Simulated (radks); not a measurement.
Question: Tl+, configuration [Hg] (the NIST ground configuration). Method: scalar-relativistic Kohn-Sham, r2SCAN, spin-polarised, spherical densities, finite nucleus; meta-GGA in the generalised Kohn-Sham scheme; Fermi nuclear charge, rms radius 5.4759 fm; computed with a radial shooting solver on a logarithmic mesh with Libxc functionals. Some entries of the table are withheld. Estimate them.

| orbital | occ. | eigenvalue (hartree) | r(max) (bohr) |
|---|---|---|---|
| 1s | 2 | -3149.204 | (1) |
| 2s | 2 | -562.0355 | 0.05812 |
| 2p | 6 | -483.4538 | 0.04832 |
| 3s | 2 | -134.7858 | 0.1638 |
| 3p | 6 | -112.0698 | 0.1637 |
| 3d | 10 | -88.45701 | 0.1335 |
| 4s | 2 | -30.54461 | 0.3689 |
| 4p | 6 | (2) | 0.3888 |
| 4d | 10 | -14.24729 | 0.3954 |
| 5s | 2 | -5.17660 | (3) |
| 4f | 14 | -4.50694 | 0.3590 |
| 5p | 6 | -3.14000 | 0.9048 |
| 5d | 10 | -0.85611 | 1.113 |
| 6s | 2 | -0.60773 | 2.047 |

Answer: 
(1) 1s r(max) (bohr): 0.01003
(2) 4p eigenvalue (hartree): -23.06660
(3) 5s r(max) (bohr): 0.8090
